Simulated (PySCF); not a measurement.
F₂La, charge +1, singlet, geometry from GFN2-xTB (such geometries of metal compounds can be far from the true shape) (the multiplicity is a formal guess) (core potentials on La). Base run: SVWN5/def2-SV(P) (PySCF).

The PySCF input:
```python
from pyscf import gto, scf, dft

mol = gto.M(
    atom='''
La    0.339661    0.235568    0.069081
F    -1.548567    0.245262   -1.273320
F    -0.602619   -1.737191    0.835806
''',
    basis='def2-sv(p)',
    ecp={'La': 'def2-sv(p)'},
    charge=1,
    spin=0,
    verbose=4,
)

mf = dft.RKS(mol)
mf.xc = 'lda,vwn'
mf.kernel()
mf.analyze()
```

Each row names what was changed in the base input (with any setting that the change needs).

```tsv
change	ΔE vs base (mEh)	fitting functions	outcome
base	0.000	-	converged
auxbasis = even-tempered beta=3.0	-23.541	270	converged
auxbasis = def2-universal-jkfit	-0.039	381	converged
auxbasis = default (with mf = mf.density_fit())	-0.117	187	converged
auxbasis = cc-pvqz-jkfit	-	-	input refused
auxbasis = even-tempered beta=1.6	-0.013	582	converged
auxbasis = def2-svp-ri	-	-	input refused
auxbasis = even-tempered beta=2.0	?	?	converged
auxbasis = cc-pvtz-ri	-	-	input refused
auxbasis = def2-tzvp-ri	-	-	input refused
```

Complete the blanks.


- auxbasis = even-tempered beta=2.0, ΔE vs base (mEh): -0.481
- auxbasis = even-tempered beta=2.0, fitting functions: 396

A fitting set is made for a task (jfit for Coulomb, jkfit for Coulomb and exchange, ri for correlation) and for a family of orbital bases.

- auxbasis = cc-pvqz-jkfit: ended with `pyscf.lib.exceptions.BasisNotFoundError: Basis set not found for La in cc-pvqz-jkfit`
- auxbasis = def2-svp-ri: ended with `pyscf.lib.exceptions.BasisNotFoundError: Basis set not found for La in def2-svp-ri`
- auxbasis = cc-pvtz-ri: ended with `pyscf.lib.exceptions.BasisNotFoundError: Basis set not found for La in cc-pvtz-ri`
